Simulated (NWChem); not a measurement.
**Correlation energy of CH3Li**

```
C
H 1 1.1088
H 1 1.1088 2 105.03
H 1 1.1088 2 105.03 3 110.50
Li 1 1.9721 2 113.61 4 124.75
```
Charge 0, spin multiplicity 1.

Everything below was run with NWChem. Structure: optimised with PBE0/def2-SVP, a minimum by its harmonic frequencies.

Basis set: cc-pVDZ. Each correlation energy counts from its own Hartree-Fock reference.

The correlated methods keep 1 core orbital frozen. The structure started from a generated list of species. Coupled-cluster values serve here as a point of comparison, not as the truth.

Question: One of these methods gave a correlation energy of -169.1 mHa. Which?
(A) MP2
(B) CCSD
(C) CR-CCSD[T]
(D) SCS-MP2

Answer: A, MP2. The others give -172.2 (SCS-MP2), -193.1 (CR-CCSD[T]), -188.9 (CCSD).
